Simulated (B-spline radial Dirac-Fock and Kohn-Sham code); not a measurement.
**Satellites and hypersatellites of the K lines of Tc²⁺**

System: the Tc²⁺ ion, configuration [Kr] 4d5.

Calculated with an atomic code on a B-spline grid, using ΔSCF Dirac-Fock with Breit, self-energy and vacuum polarisation, finite nucleus, configuration average. Each two-hole energy is an average over J within one jj subconfiguration, not an observable level; in light atoms, where LS coupling holds, the j-resolved values are not observed lines, and for a K spectator the Kα1 hypersatellite is nearly forbidden. Correlation energy is missing from these numbers.

Lines without a spectator: Kα2 (K-L2) 18249.2 eV, Kα1 (K-L3) 18365.6 eV, Kβ3 (K-M2) 20594.5 eV, Kβ1 (K-M3) 20614.5 eV. Shifts in eV with one spectator hole (a dash: not computed, or left out as unreliable):

```tsv
spectator hole	Kα2	Kα1	Kβ3	Kβ1
L2 (2p1/2)	+50.7	+63.2	–	+136.5
L3 (2p3/2)	+52.2	+51.5	+124.6	–
M2 (3p1/2)	–	+6.40	+14.83	+18.27
M3 (3p3/2)	+5.04	–	+16.05	+15.46
M4 (3d3/2)	+0.47	-1.63	–	–
M5 (3d5/2)	-1.93	-0.47	–	–
```

Task: Where does the K-L3 hypersatellite lie, emitted when both K electrons are missing?

Result: +491.4 eV from the normal line, at 18857.0 eV. Removing both K electrons costs 42810.6 eV, which is 662.8 eV more than twice the K binding energy.

With n spectator holes in 2p, averaged over the 2p shell (energies in eV):

```csv
n,KαLⁿ,step,hypersatellite KαʰLⁿ
0,18326.8,–,18814.5
1,18381.6,+54.8,18870.6
2,18437.5,+56.0,18927.9
3,18494.7,+57.2,18986.4
4,18553.1,+58.4,19046.2
5,18612.7,+59.6,19107.2
```
